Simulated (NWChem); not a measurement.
Molecule: C2H5FSi2; SMILES C#C[Si@@H](F)[SiH3]

Computed with NWChem. Pople sets run with spherical d functions. Geometry: optimised at PBE0/def2-SVP. Level MN15/6-31G*: energy and gradient on several grids; changes count from the extra-fine grid, which is no exact limit either.

| grid | size of the energy change (μHa) | largest change of a gradient component (μHa/bohr) | time, medium = 1 (rough) |
|---|---|---|---|
| xcoarse | 30000 | 4000 | about 1 |
| coarse | 300 | 900 | about 1 |
| medium | 20 | 90 | about 1 |
| fine | < 10 | < 30 | about 1 |
| xfine | < 10 | < 30 | 2 |
